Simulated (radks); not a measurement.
Results of a calculation; reference values are marked as such.
Species: Ba3+. Configuration: [Kr] 4d10 5s2 5p4.75 4f0.25 (fractional occupations, a model configuration).

Level of theory: scalar-relativistic Kohn-Sham, r2SCAN, spin-polarised, spherical densities, finite nucleus; open shells are filled with parallel spins first (spin-orbit coupling, left out, can overturn this in heavy ions); meta-GGA in the generalised Kohn-Sham scheme; Fermi nuclear charge, rms radius 4.8378 fm (a radial shooting solver on a logarithmic mesh with Libxc functionals).

Energy parts (eV):
part                      energy
total                 -221342.51
kinetic                233661.88
electron-nucleus      -534244.19
Hartree                 84610.63
exchange-correlation    -5370.83

Orbitals (lengths in bohr, moments of r in powers of bohr):
orbital,occ.,eigenvalue (eV),<r^2>
1s up,1,-37345.75,0.0008888
1s down,1,-37345.63,0.0008888
2s up,1,-5942.337,0.01420
2s down,1,-5942.320,0.01420
2p up,3,-5328.056,0.01130
2p down,3,-5327.983,0.01130
3s up,1,-1280.862,0.09702
3s down,1,-1280.754,0.09701
3p up,3,-1082.732,0.09720
3p down,3,-1082.602,0.09719
3d up,5,-795.3054,0.08386
3d down,5,-795.1802,0.08384
4s up,1,-273.8779,0.5130
4s down,1,-273.5161,0.5131
4p up,3,-209.6174,0.5827
4p down,3,-209.2607,0.5823
4d up,5,-116.0207,0.7459
4d down,5,-115.5909,0.7423
5s up,1,-59.0207,2.925
5s down,1,-57.4256,2.936
5p up,3,-43.0018,3.774
5p down,1.75,-41.4543,3.815
4f up,0.25,-21.4439,2.235
4f down,0,-20.5154,2.180

The highest occupied level is 4f up at -21.444 eV. The density falls to 0.001 e/bohr^3 at r = 3.55 bohr. The electron density at the nucleus is 3.342e+05 e/bohr^3 (large components only).
